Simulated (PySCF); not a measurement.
## Xe²⁺ (xenon, charge +2) across methods

[Kr] 4d10 5s1 5p4 6s1, high-spin 5P determinant (an excited configuration). Calculation: PySCF 2.14, in aug-cc-pVTZ-PP with ECP28MDF (6s5p4d2f, 55 functions); scalar relativity through the core potential. The B2PLYP total includes its PT2 part (frozen core); its orbital energies are those of the SCF part.

```tsv
method	E (hartree)	mean ε 5p α (eV)	mean ε 5p β (eV)	mean ε 6s α (eV)	Σ⟨r²⟩ (bohr²)	⟨S²⟩
LDA	-326.6469	-31.775	-29.111	-13.990	52.78	6.001
PBE	-327.1065	-31.737	-28.953	-13.815	53.11	6.002
wB97M-V	-327.1098	-35.660	-32.162	-15.859	53.51	6.001
B2PLYP	-326.8506	-34.635	-30.647	-14.677	53.83	6.002
r2SCAN0	-327.2127	-33.865	-30.090	-14.349	53.77	6.003
CAM-B3LYP	-327.1093	-34.576	-31.463	-15.170	53.37	6.001
UHF	-326.15133	-37.271	-31.374	-15.466	54.59	6.003
PBE0	-327.1324	-33.340	-29.931	-14.341	53.35	6.002
r2SCAN	-327.2352	-32.489	-29.194	-13.790	53.75	6.004
```

Energies and moments cover only the electrons outside the core potential. The outer electron is Rydberg-like, and this basis confines it to a smaller radius and binds it less than a complete one would.
